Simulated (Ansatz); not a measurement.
Cost and result for the atomization energy of `Cl[B@H-]1[OH+][B@H-](Cl)[OH+]1` (10 atoms, 10 bonds).

Z-matrix (Å, degrees):
```
B
O 1 1.539
O 1 1.539 2 89.3
Cl 1 1.816 2 111.4 3 112.8
H 1 1.190 2 113.5 3 -115.5
B 2 1.549 1 90.4 3 -8.3
H 2 0.963 1 114.0 3 -125.0
H 3 0.963 1 114.0 2 125.0
Cl 6 1.788 2 112.3 1 121.8
H 6 1.196 2 112.7 1 -105.8
```

Total charge 0; spin multiplicity 1. The geometry is a stationary point of PBE0-D4/def2-TZVP. Program: Ansatz. All runs use 4 threads of an Arm Neoverse V2 on a shared host. Times are those of one run each, without the atoms' runs, and a repeat can differ threefold. Electronic energies, without spin–orbit coupling; frozen cores. CCSD(T)/CBS adds CCSD(T) − MP2 in def2-TZVPP to the MP2 limit, and its time is that of the two runs behind it. T1 = 0.010. HSE06 is the plane-wave form, built on full-range PBE exchange.

CCSD(T)/CBS is a level of theory with its own doubt, some kJ/mol a heavy atom from the limit and from the frozen cores, so smaller differences don't rank the functionals.

```
                             level  functions  atomization (kJ/mol)  difference from CCSD(T)/CBS  per bond
           CAM-B3LYP-D4/def2-TZVPP        264                3803.5                         12.2       1.2
                 CCSD(T)/CBS(def2)          –                3791.3                          0.0       0.0
                 B2PLYP/def2-TZVPP        264                3747.1                        -44.2      -4.4
              revPBE-D4/def2-TZVPP        264                3766.3                        -25.0      -2.5
   PBE-D4/def2-TZVPP (with forces)        264                3879.2                         87.9       8.8
                    MP2/def2-QZVPP        488                3883.2                         91.9       9.2
  ωB97M-V/def2-TZVPP (with forces)        264                3826.3                         35.0       3.5
               PBE-QIDH/def2-TZVPP        264                3792.6                          1.3       0.1
                CCSD(T)/def2-TZVPP        264                3697.2                        -94.1      -9.4
r2SCAN-D4/def2-TZVPP (with forces)        264                3831.9                         40.6       4.1
                ωB97X-V/def2-TZVPP        264                3799.3                          8.0       0.8
                  CCSD(T)/def2-SVP        112                3613.5                       -177.8     -17.8
               HSE06-D4/def2-TZVPP        264                3809.5                         18.2       1.8
```

**Question.** Order the runs by time, with rough figures. (An estimate is asked.)

**Answer.** Computed: revPBE-D4/def2-TZVPP 2 s; PBE-D4/def2-TZVPP (with forces) 2.4 s; HSE06-D4/def2-TZVPP 3.4 s; CAM-B3LYP-D4/def2-TZVPP 3.7 s; r2SCAN-D4/def2-TZVPP (with forces) 4.9 s; B2PLYP/def2-TZVPP 5.5 s; PBE-QIDH/def2-TZVPP 5.5 s; CCSD(T)/def2-SVP 5.5 s; ωB97X-V/def2-TZVPP 8 s; ωB97M-V/def2-TZVPP (with forces) 12 s; MP2/def2-QZVPP 21 s; CCSD(T)/def2-TZVPP 3.1 min; CCSD(T)/CBS(def2) 3.4 min.

The D4 term adds +40.9 kJ/mol with B3LYP and +21.3 kJ/mol with PBE0; it sums over pairs of atoms, weighted by their polarisabilities, and B3LYP, whose exchange is more repulsive, gets the larger term. Leaving LDA and LC-ωPBE aside and taking each functional with its dispersion term where it has one, the values, not all of them listed here, spread over 223.4 kJ/mol, from BHLYP-D4 to PBE-D4. LDA lies +558.9 kJ/mol from PBE without D4, its usual overbinding. From PBE to PBE0 (25 % exact exchange), in def2-TZVPP and without D4, the atomization energy moves by −69.1 kJ/mol: exact exchange takes away binding that semilocal exchange gives to molecules.

B3LYP here is the variant with VWN-RPA as its local correlation; programs differ in this.
